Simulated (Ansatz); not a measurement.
Consider the cleavage of the Si–Si bond: `S[SiH2][SiH2][GeH3]` + H₂Se → `S[SiH2][SeH]` + `[SiH3][GeH3]`.

Computed with Ansatz on PBE0-D4/def2-TZVP structures; ΔE is electronic, products minus reactants. CCSD(T)/CBS is the MP2 limit (def2-TZVPP, def2-QZVPP) plus CCSD(T) − MP2 in def2-TZVPP, frozen cores. DFT in def2-TZVPP. For Ge, Se outer-core shells are correlated without core-valence functions, which leaves a few kJ/mol of doubt a bond. Scalar relativity is left out up to krypton. One conformer a species, not always the lowest.

CCSD(T)/CBS gives -0.57 eV.

Q: Another level gave -0.50 eV. Which?
A. SCS-MP2/def2-TZVPP
B. PBE/def2-TZVPP
C. ωB97X-V/def2-TZVPP
D. HF/def2-TZVPP

A: B. PBE -0.50, SCS-MP2/def2-TZVPP -0.63, ωB97X-V -0.55, HF/def2-TZVPP -0.71 eV.

Largest T1 diagnostic among the species: 0.012.

In def2-TZVPP, CCSD(T) changes the Hartree–Fock value by +0.17 eV (the triples alone add +0.02 eV) and MP2 by +0.09 eV. The D4 term adds +0.06 eV with B3LYP and +0.04 eV with PBE0; it sums over pairs of atoms, weighted by their polarisabilities, and B3LYP, whose exchange is more repulsive, gets the larger term.

B3LYP here is the variant with VWN-RPA as its local correlation; programs differ in this.
